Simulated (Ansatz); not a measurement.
`[CH3][Sn][Br]` + HCl → `[CH3][Sn][Cl]` + HBr at 500 K and 1 bar (ligand exchange at the Sn–Br bond).

Computed with Ansatz on PBE0-D4/def2-TZVP structures; ΔE is electronic, products minus reactants. CBS: MP2 limit from def2 TZ/QZ plus the TZ coupled-cluster correction, frozen cores. This one scheme is used for every species. Elements past krypton have def2 core potentials. For Br, Sn outer-core shells are correlated without core-valence functions, which leaves a few kJ/mol of doubt a bond. Scalar relativity is left out up to krypton.

```csv
species,CCSD(T)/CBS energy (Eh),H − E (kJ/mol),S (J/(mol·K))
`[CH3][Sn][Br]`,-2827.25518,125.6,374.3
HCl,-460.38127,32.5,201.9
`[CH3][Sn][Cl]`,-713.71101,125.8,363.1
HBr,-2573.91920,30.5,213.7
```

H − E and S are ideal-gas, rigid-rotor, harmonic terms from PBE0-D4/def2-TZVP. 1 Eh = 2625.50 kJ/mol, R = 8.31446 J/(mol·K).

By hand: ΔE, ΔH, ΔS and ΔG.

ΔE = (-713.71101) + (-2573.91920) − (-2827.25518) − (-460.38127) = 0.00624 Eh = 16.4 kJ/mol. Δ(H − E) = 125.8 + 30.5 − 125.6 − 32.5 = -1.8, so ΔH = 14.6 kJ/mol. ΔS = 363.1 + 213.7 − 374.3 − 201.9 = 0.6 J/(mol·K). ΔG = 14.6 − 500 × (0.6)/1000 = 14.3 kJ/mol.

By hand: the equilibrium constant, and the temperature at which ΔG would vanish if ΔH and ΔS stayed fixed.

log₁₀ K = −ΔG/(RT ln 10) = -1.5. ΔG = 0 at ΔH/ΔS = 24333 K, far beyond where these terms or the molecules hold.

The number of gas molecules stays the same, so ΔS is small and ΔH decides. A doubt of 5 kJ/mol in ΔE shifts log₁₀ K by 0.5 here. These are equilibria of isolated gas molecules and say nothing of rates. Largest T1 diagnostic: 0.013 (customary marks: 0.02 for closed shells, 0.045 for open ones).
